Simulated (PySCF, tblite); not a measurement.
Parent: `[CH2:1]=[CH:2][c:3]1[cH:4][c:5]([CH3:6])[c:7]([SiH3:8])[pH:9]1` with C1–C2–C3–C4 -174°, C7H11PSi.

Structures optimised with GFN2-xTB, isolated species. One conformer each, not checked by frequencies here.

```json
{"coordinate of the parent": "C1=C2", "value": "1.330 Å"}
{"coordinate of the parent": "C2–C3", "value": "1.439 Å"}
{"coordinate of the parent": "C3–C4", "value": "1.359 Å"}
{"coordinate of the parent": "C4–C5", "value": "1.436 Å"}
{"coordinate of the parent": "C5–C6", "value": "1.493 Å"}
{"coordinate of the parent": "C5–C7", "value": "1.359 Å"}
{"coordinate of the parent": "C7–Si8", "value": "1.878 Å"}
{"coordinate of the parent": "C7–P9", "value": "1.817 Å"}
{"coordinate of the parent": "C3–P9", "value": "1.821 Å"}
{"coordinate of the parent": "C1–C2–C3", "value": "123.7°"}
{"coordinate of the parent": "C2–C3–C4", "value": "126.0°"}
{"coordinate of the parent": "C2–C3–P9", "value": "124.2°"}
{"coordinate of the parent": "C4–C3–P9", "value": "109.6°"}
{"coordinate of the parent": "C3–C4–C5", "value": "115.1°"}
{"coordinate of the parent": "C4–C5–C6", "value": "120.3°"}
{"coordinate of the parent": "C4–C5–C7", "value": "114.3°"}
{"coordinate of the parent": "C6–C5–C7", "value": "125.4°"}
{"coordinate of the parent": "C5–C7–Si8", "value": "127.7°"}
{"coordinate of the parent": "C5–C7–P9", "value": "110.2°"}
{"coordinate of the parent": "Si8–C7–P9", "value": "121.9°"}
{"coordinate of the parent": "C3–P9–C7", "value": "90.0°"}
```

Problem. How does the shared frame change in `[CH2:1]=[CH:2][C:3]1=[CH:4][C:5]([CH3:6])=[C:7]([SiH3:8])[PH2+:9]1` (charge +1) with C1–C2–C3–C4 180°, [C7H12PSi]+? Atoms pair as C1 = C1, C2 = C2, C3 = C3, C4 = C4, C5 = C5, C6 = C6, C7 = C7, Si8 = Si8, P9 = P9 (parent first).

Solution. 
| parent | relative | value in the relative | change |
| --- | --- | --- | --- |
| C1=C2 | C1=C2 | 1.330 Å | 0.000 |
| C2–C3 | C2–C3 | 1.439 Å | 0.000 |
| C3–C4 | C3=C4 | 1.357 Å | -0.002 |
| C4–C5 | C4–C5 | 1.462 Å | +0.026 |
| C5–C6 | C5–C6 | 1.479 Å | -0.014 |
| C5–C7 | C5=C7 | 1.363 Å | +0.004 |
| C7–Si8 | C7–Si8 | 1.915 Å | +0.037 |
| C7–P9 | C7–P9 | 1.783 Å | -0.034 |
| C3–P9 | C3–P9 | 1.807 Å | -0.014 |
| C1–C2–C3 | C1–C2–C3 | 122.7° | -1.0 |
| C2–C3–C4 | C2–C3–C4 | 129.6° | +3.6 |
| C2–C3–P9 | C2–C3–P9 | 124.5° | +0.3 |
| C4–C3–P9 | C4–C3–P9 | 105.9° | -3.7 |
| C3–C4–C5 | C3–C4–C5 | 116.3° | +1.2 |
| C4–C5–C6 | C4–C5–C6 | 119.4° | -0.9 |
| C4–C5–C7 | C4–C5–C7 | 115.8° | +1.5 |
| C6–C5–C7 | C6–C5–C7 | 124.8° | -0.6 |
| C5–C7–Si8 | C5–C7–Si8 | 129.4° | +1.7 |
| C5–C7–P9 | C5–C7–P9 | 106.6° | -3.6 |
| Si8–C7–P9 | Si8–C7–P9 | 124.0° | +2.1 |
| C3–P9–C7 | C3–P9–C7 | 95.4° | +5.4 |

Of the parent's bonds, C7–Si8 changes most (+0.037 Å).

Problem. How does the shared frame change in `[CH2:1]=[CH:2][C:3]1=[CH:4][C:5]([CH3:6])=[C:7]([SiH3:8])[P@@H:9]1=[S:10]` with C1–C2–C3–C4 -177°, C7H11PSSi? Atoms pair as C1 = C1, C2 = C2, C3 = C3, C4 = C4, C5 = C5, C6 = C6, C7 = C7, Si8 = Si8, P9 = P9 (parent first).

Solution. 
```csv
parent,relative,value in the relative,change
C1=C2,C1=C2,1.330 Å,0.000
C2–C3,C2–C3,1.436 Å,-0.003
C3–C4,C3=C4,1.352 Å,-0.007
C4–C5,C4–C5,1.452 Å,+0.016
C5–C6,C5–C6,1.490 Å,-0.003
C5–C7,C5=C7,1.354 Å,-0.005
C7–Si8,C7–Si8,1.880 Å,+0.002
C7–P9,C7–P9,1.809 Å,-0.008
C3–P9,C3–P9,1.826 Å,+0.005
C1–C2–C3,C1–C2–C3,122.3°,-1.4
C2–C3–C4,C2–C3–C4,128.1°,+2.1
C2–C3–P9,C2–C3–P9,124.3°,+0.1
C4–C3–P9,C4–C3–P9,107.6°,-2.0
C3–C4–C5,C3–C4–C5,116.1°,+1.0
C4–C5–C6,C4–C5–C6,119.3°,-1.0
C4–C5–C7,C4–C5–C7,115.3°,+1.0
C6–C5–C7,C6–C5–C7,125.5°,+0.1
C5–C7–Si8,C5–C7–Si8,130.6°,+2.9
C5–C7–P9,C5–C7–P9,108.4°,-1.8
Si8–C7–P9,Si8–C7–P9,120.7°,-1.2
C3–P9–C7,C3–P9–C7,92.4°,+2.4
```

Of the parent's bonds, C4–C5 changes most (+0.016 Å). Bonds of the relative outside the shared frame: P9=S10 1.932 Å.

Problem. How does the shared frame change in `[CH2:1]=[CH:2][C:3]1=[CH:4][C:5]([CH3:6])=[C:7]([SiH3:8])[P@@H:9]1=[O:10]` with C1–C2–C3–C4 -173°, C7H11OPSi? Atoms pair as C1 = C1, C2 = C2, C3 = C3, C4 = C4, C5 = C5, C6 = C6, C7 = C7, Si8 = Si8, P9 = P9 (parent first).

Solution. 
```tsv
parent	relative	value in the relative	change
C1=C2	C1=C2	1.330 Å	0.000
C2–C3	C2–C3	1.435 Å	-0.004
C3–C4	C3=C4	1.349 Å	-0.010
C4–C5	C4–C5	1.456 Å	+0.020
C5–C6	C5–C6	1.491 Å	-0.002
C5–C7	C5=C7	1.350 Å	-0.009
C7–Si8	C7–Si8	1.872 Å	-0.006
C7–P9	C7–P9	1.807 Å	-0.010
C3–P9	C3–P9	1.824 Å	+0.003
C1–C2–C3	C1–C2–C3	121.7°	-2.0
C2–C3–C4	C2–C3–C4	128.3°	+2.3
C2–C3–P9	C2–C3–P9	124.3°	+0.1
C4–C3–P9	C4–C3–P9	107.5°	-2.1
C3–C4–C5	C3–C4–C5	116.1°	+1.0
C4–C5–C6	C4–C5–C6	118.8°	-1.5
C4–C5–C7	C4–C5–C7	115.2°	+0.9
C6–C5–C7	C6–C5–C7	125.9°	+0.5
C5–C7–Si8	C5–C7–Si8	132.2°	+4.5
C5–C7–P9	C5–C7–P9	108.5°	-1.7
Si8–C7–P9	Si8–C7–P9	119.3°	-2.6
C3–P9–C7	C3–P9–C7	92.7°	+2.7
```

Of the parent's bonds, C4–C5 changes most (+0.020 Å). Bonds of the relative outside the shared frame: P9=O10 1.464 Å.

These are computed values.
